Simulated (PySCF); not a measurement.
A structure optimised at PBE0-D3(BJ)/def2-TZVP, used in a PySCF frequency run:

```xyz
5

C      0.5121     1.3256     0.0000
C      0.0622     0.1053     0.0000
F      0.8114    -0.9734     0.0000
F     -1.2121    -0.2403     0.0000
H      0.1603     2.3384     0.0000
```
Charge 0, spin multiplicity 2.

Task: Write its SMILES, formula and point group.

Result: [CH]=C(F)F, C2HF2, Cs

Task: What are its rotational constants (standard atomic weights)?

Result: 11.671, 10.988, 5.6596 GHz
